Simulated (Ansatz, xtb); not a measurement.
# Two isomers of C5H11Br

Structure I: `CC(C)(C)CBr`, a singlet. Structure II: `CCC(C)(C)Br`, a singlet. Both are isolated molecules in the gas phase, relaxed with PBE0-D3(BJ)/def2-SVP; the shapes shown needn't be the lowest conformers.

I (Å):

```yaml
atoms:
  - { symbol: C, position_ang: [0.5466, 1.7196, -1.3196] }
  - { symbol: C, position_ang: [0.2593, 0.6615, -0.2466] }
  - { symbol: C, position_ang: [1.3208, 0.7451, 0.8497] }
  - { symbol: C, position_ang: [-1.1303, 0.8982, 0.3441] }
  - { symbol: C, position_ang: [0.3225, -0.6886, -0.9619] }
  - { symbol: Br, position_ang: [-0.0092, -2.2368, 0.1770] }
  - { symbol: H, position_ang: [0.5186, 2.7277, -0.8780] }
  - { symbol: H, position_ang: [1.5424, 1.5779, -1.7688] }
  - { symbol: H, position_ang: [-0.2008, 1.6869, -2.1281] }
  - { symbol: H, position_ang: [1.2999, 1.7354, 1.3301] }
  - { symbol: H, position_ang: [1.1499, -0.0158, 1.6254] }
  - { symbol: H, position_ang: [2.3312, 0.5897, 0.4387] }
  - { symbol: H, position_ang: [-1.3711, 0.1417, 1.1056] }
  - { symbol: H, position_ang: [-1.1825, 1.8905, 0.8179] }
  - { symbol: H, position_ang: [-1.9076, 0.8541, -0.4355] }
  - { symbol: H, position_ang: [1.3161, -0.8583, -1.3986] }
  - { symbol: H, position_ang: [-0.4307, -0.7492, -1.7591] }
```

II (Å):

```xyz
17

C    -0.5927    1.6604   -1.8280
C     0.0959    1.6470   -0.4751
C     0.1927    0.2983    0.2378
C     0.9093    0.4478    1.5687
C     0.8291   -0.7847   -0.6153
Br   -1.6636   -0.3076    0.6605
H    -0.0550    1.0551   -2.5730
H    -0.6486    2.6871   -2.2186
H    -1.6190    1.2713   -1.7504
H    -0.4015    2.3561    0.2062
H     1.1355    2.0084   -0.5849
H     0.9281   -0.5025    2.1204
H     1.9506    0.7628    1.3864
H     0.4251    1.2067    2.1995
H     1.8492   -0.4712   -0.8957
H     0.8999   -1.7305   -0.0600
H     0.2597   -0.9704   -1.5355
```

Quicker runs give these differences E(II) − E(I): GFN2-xTB +0.85 kJ/mol; HF/STO-3G +5.32 kJ/mol (at GFN2-xTB geometries); r2SCAN-D4/def2-SVP −10.22 kJ/mol (at GFN2-xTB geometries).

Q: Estimate E(II) − E(I) at the level CCSD(T)/def2-SVP + ΔMP2/def2-TZVPP.

A: Too close to call at this level: CCSD(T)/def2-SVP + ΔMP2/def2-TZVPP gives E(II) − E(I) = −4.44 kJ/mol.

Level by level:

| level | geometry | E(II) − E(I) (kJ/mol) | departure from the last row (kJ/mol) | job, with rough time for the two |
| --- | --- | --- | --- | --- |
| GFN2-xTB | GFN2-xTB | +0.85 | +5.29 | optimisation, 0.14 s |
| HF/STO-3G | GFN2-xTB | +5.32 | +9.76 | single point, 0.48 s |
| r2SCAN-D4/def2-SVP | GFN2-xTB | −10.22 | −5.78 | single point, 4.7 s |
| PBE0-D3(BJ)/def2-SVP | PBE0-D3(BJ)/def2-SVP | −8.60 | −4.16 | optimisation, 40 s |
| HF/def2-SVP | PBE0-D3(BJ)/def2-SVP | −7.98 | −3.53 | part of the CCSD(T) run |
| MP2/def2-SVP | PBE0-D3(BJ)/def2-SVP | −7.12 | −2.68 | part of the CCSD(T) run |
| CCSD(T)/def2-SVP | PBE0-D3(BJ)/def2-SVP | −6.87 | −2.43 | single point |
| CCSD(T)/def2-SVP + ΔMP2/def2-TZVPP | PBE0-D3(BJ)/def2-SVP | −4.44 |  | single point, 2 min |

As drawn, both hold the same kinds of bond in the same numbers.

HF/STO-3G puts the two in the other order. GFN2-xTB finds them nearly level. The largest departure from CCSD(T)/def2-SVP + ΔMP2/def2-TZVPP is that of HF/STO-3G, 9.76 kJ/mol. The last row adds to CCSD(T) the change of the MP2 difference between the two basis sets, here +2.43 kJ/mol.

With thermal terms from frequencies at re-optimised GFN2-xTB minima (ideal gas, soft modes damped towards free rotors, one conformer each, 298.15 K, 1 atm): on the last row, ΔE + ΔZPE = −4.62, ΔH = −4.43, ΔG = −4.20 kJ/mol.

The correlated steps freeze 14 core orbitals; the filled d shell of Br is correlated, in a basis made for valence electrons. Run with Ansatz 0.2.0, xtb 6.7.1; the last row on 4 threads of Arm Neoverse V1 on a shared host.
